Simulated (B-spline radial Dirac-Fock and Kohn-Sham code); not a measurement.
# Dy¹⁸⁺: eigenvalues, ΔSCF and the reference

System: the Dy¹⁸⁺ ion, 1s2 2s2 2p6 3s2 3p6 3d10 4s2 4p6 4d10 4f2.

The density-functional columns are spherical, spin-unpolarised Dirac-Kohn-Sham results without Breit or QED terms: −ε is minus the orbital energy of the initial state and ΔSCF the difference of two total energies. The reference in the last column comes from ΔSCF Dirac-Fock with Breit, self-energy and vacuum polarisation, finite nucleus, configuration average. All numbers are from a radial B-spline solver, in eV; a selection of levels is shown. The Kohn-Sham columns are given as differences from the reference. For the 1s level of heavy atoms much of the gap between ΔSCF and the reference is the Breit and QED part, -238.7 eV here; for other levels the error of the functional can be larger.

```
level  LDA −ε − DF  LDA ΔSCF − DF  Dirac-Fock
    K       -263.2         +225.8     54251.8
   L1       -160.1          -60.6      9521.0
   L2       -120.2           +2.9      9048.6
   L3       -128.7          -17.6      8258.0
   M1        -85.8          -47.2      2521.0
   M2        -70.3          -29.9      2316.3
   M3        -69.3          -31.0      2149.1
   M4        -49.0           -5.8      1802.1
   M5        -49.8           -7.3      1766.6
   N1        -42.5          -21.9       861.1
   N2        -34.6          -14.2       777.3
   N3        -34.5          -14.8       736.2
   N4        -19.9           -0.6       595.1
   N5        -20.1           -1.0       587.3
 N6,7        -16.3           +2.7       428.0
```

Values without a named source are computed, but for edge energies of neutral atoms, which are taken from tables.
